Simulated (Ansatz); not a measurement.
```yaml
crystal:
  periodic: [false, false, false]
  atoms:
    - {symbol: C, position_ang: [-0.733738, -0.443691, 1.262164]}
    - {symbol: C, position_ang: [0.383873, 0.093870, 0.383243]}
    - {symbol: C, position_ang: [1.065921, -1.023630, -0.389126]}
    - {symbol: O, position_ang: [-0.100391, 1.059036, -0.483520]}
    - {symbol: Mg, position_ang: [-0.833058, 2.136895, -1.657634]}
    - {symbol: F, position_ang: [-1.545828, 3.237294, -2.818187]}
    - {symbol: H, position_ang: [-0.357436, -1.172342, 1.985137]}
    - {symbol: H, position_ang: [-1.493871, -0.933276, 0.645449]}
    - {symbol: H, position_ang: [-1.209862, 0.371094, 1.812290]}
    - {symbol: H, position_ang: [1.137587, 0.555622, 1.042536]}
    - {symbol: H, position_ang: [0.343332, -1.525367, -1.040245]}
    - {symbol: H, position_ang: [1.495963, -1.769591, 0.284545]}
    - {symbol: H, position_ang: [1.867908, -0.620711, -1.011753]}
basis:
  gaussian: {orbitals: pcseg-2, point_charges: [{charge: 2.00, position_ang: [4.516, 0.344, -0.833]}]}
total_charge: 1
magnetization: {spin_polarized: true, initial_magnetization: 2}
hamiltonian: {xc: {name: B97}, pseudopotentials: {relativity: scalar}}
scf: {lower_state_search: off}
output: {forces: true}
```

```sh
$ ansatz run in.yaml --threads 4 --pin off --events-out ev --progress --plain --max-ram 11315MiB
```

Output, abridged:

```
Error: a molecule whose nuclei and cores have a total charge of 54 cannot have a net charge of 1 together with 2 unpaired electrons
```

(1) Something in this input is off. What?

Results:

(1) The number of unpaired electrons doesn't fit the electron count. The input was rejected before any iteration.
